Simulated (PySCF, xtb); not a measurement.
# Isomers of BGeH2N in order of energy

4 gas-phase structures of BGeH2N, found in a search over its isomers (lower ones may exist). Each was relaxed with GFN2-xTB:

A. `B=[N+]=[GeH-]`, a singlet
B. a singlet given by its coordinates
C. `N=[B][GeH]`, a singlet
D. `B[N+]#[Ge-]`, a singlet

B (Å):

```xyz
5

B    -0.9514   -0.7143   -0.0418
Ge    0.9607   -1.2252    0.2144
N    -0.0311   -0.2130   -0.9505
H    -0.0674    0.3832   -1.7641
H    -2.1056   -0.5584    0.0122
```

Close contacts (Å): B1–Ge2 2.00, B1–N3 1.39, Ge2–N3 1.83, B1–H5 1.17, N3–H4 1.01.

Question: Which do you expect lowest at r2SCAN-D4/def2-SVP, and how would the others follow?

Answer: Calculated order at r2SCAN-D4/def2-SVP: D (0.0), B (7.6), A (10.5), C (24.2) kcal/mol.

Energies above the lowest of each column, in kcal/mol; the last columns are at PBE0-D4/def2-SVP geometries and were run for some of them only (a dash: not run or not comparable):

| structure | GFN2-xTB | HF/STO-3G | r2SCAN-D4/def2-SVP | PBE0-D4/def2-SVP | CCSD(T)/def2-TZVP |
| --- | --- | --- | --- | --- | --- |
| D | 0.0 | 0.0 | 0.0 | 0.0 | 0.0 |
| B | 32.1 | 18.0 | 7.6 | 4.4 | 8.5 |
| A | 7.3 | 20.1 | 10.5 | 9.5 | 9.9 |
| C | 44.3 | 49.0 | 24.2 | – | – |

Every level run on D puts it lowest or level with the lowest. Some further structures that were screened fall inside this span and aren't listed. Flexible structures stand in one conformer each, not always the lowest. Frequencies (GFN2-xTB) were run for A, B, D alone.

Over these structures GFN2-xTB departs from r2SCAN-D4/def2-SVP by 12.0 kcal/mol on average once a common shift is removed. A GFN2-xTB relaxation took about 0.07 s and the r2SCAN-D4/def2-SVP energy about 4.8 s on a shared host (PySCF 2.14.0, xtb 6.7.1).
